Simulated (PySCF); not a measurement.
# AlSn: one state, many levels of theory

State: ⁴Σ⁻ (quartet), unpaired electrons σ ↑, π ↑↑. Set-up: PySCF, spin-free X2C with a Gaussian nucleus, basis sets Al x2c-SVPall, Sn x2c-SVPall. De refers to Al + Sn in their high-spin ground configurations, without counterpoise correction. The functionals are run spin-unrestricted. A positive dipole means Al(−)Sn(+).

```json
{"Level": "UHF", "Re (Å)": "2.719", "ωe (cm⁻¹)": "244", "De (eV)": "1.37", "μ (D)": "-1.87"}
{"Level": "UHF-MP2", "Re (Å)": "2.654", "ωe (cm⁻¹)": "275", "De (eV)": "2.01", "μ (D)": "n/a"}
{"Level": "UHF-SCS-MP2", "Re (Å)": "2.659", "ωe (cm⁻¹)": "272", "De (eV)": "1.81", "μ (D)": "n/a"}
{"Level": "UHF-CCSD", "Re (Å)": "2.676", "ωe (cm⁻¹)": "268", "De (eV)": "1.90", "μ (D)": "n/a"}
{"Level": "UHF-CCSD(T)", "Re (Å)": "2.671", "ωe (cm⁻¹)": "270", "De (eV)": "2.00", "μ (D)": "n/a"}
{"Level": "PBE", "Re (Å)": "2.671", "ωe (cm⁻¹)": "261", "De (eV)": "2.41", "μ (D)": "-0.49"}
{"Level": "PW91", "Re (Å)": "2.668", "ωe (cm⁻¹)": "261", "De (eV)": "2.43", "μ (D)": "-0.53"}
{"Level": "r²SCAN", "Re (Å)": "2.648", "ωe (cm⁻¹)": "272", "De (eV)": "2.36", "μ (D)": "-0.80"}
{"Level": "PBE0", "Re (Å)": "2.649", "ωe (cm⁻¹)": "271", "De (eV)": "2.26", "μ (D)": "-0.77"}
{"Level": "r²SCAN0", "Re (Å)": "2.638", "ωe (cm⁻¹)": "276", "De (eV)": "2.25", "μ (D)": "-1.03"}
{"Level": "M06", "Re (Å)": "2.634", "ωe (cm⁻¹)": "279", "De (eV)": "2.25", "μ (D)": "-0.48"}
{"Level": "ωB97X", "Re (Å)": "2.612", "ωe (cm⁻¹)": "287", "De (eV)": "2.04", "μ (D)": "-0.96"}
```

(1) Which functional lies closest to UHF-CCSD(T) in De, which farthest, and by how much do they differ from it?

(2) What does a quarter of exact exchange do here, going from PBE to PBE0?

(3) What does the step from GGA to meta-GGA do here, going from PBE to r²SCAN?

Correlated steps freeze 23 core orbitals. Correlated levels converge slowly with the basis: in double zeta they bind strong bonds too weakly, by up to about 1 eV, and carry superposition errors of some tenths. These are scalar-relativistic numbers at best; spin–orbit coupling would shift them, the dissociation energy most. The state was picked by a PBE0 search and need not be the measured ground state.

Answers

(1) Closest is ωB97X (-5.9 pm in Re, +6.3 % in ωe, +0.04 eV in De against UHF-CCSD(T) in the same basis), farthest PW91 (-0.3 pm in Re, -3.3 % in ωe, +0.43 eV in De). CCSD(T) converges more slowly with the basis than the functionals do and binds too weakly in this one, so the order can change at the basis-set limit.

(2) PBE0 less PBE: -2.2 pm in Re, +3.8 % in ωe, -0.15 eV in De. Exact exchange removes part of the self-interaction that spreads semilocal densities, and in most molecules shortens and stiffens the bond and lowers De; so it does here.

(3) r²SCAN less PBE: -2.3 pm in Re, +4.2 % in ωe, -0.05 eV in De.
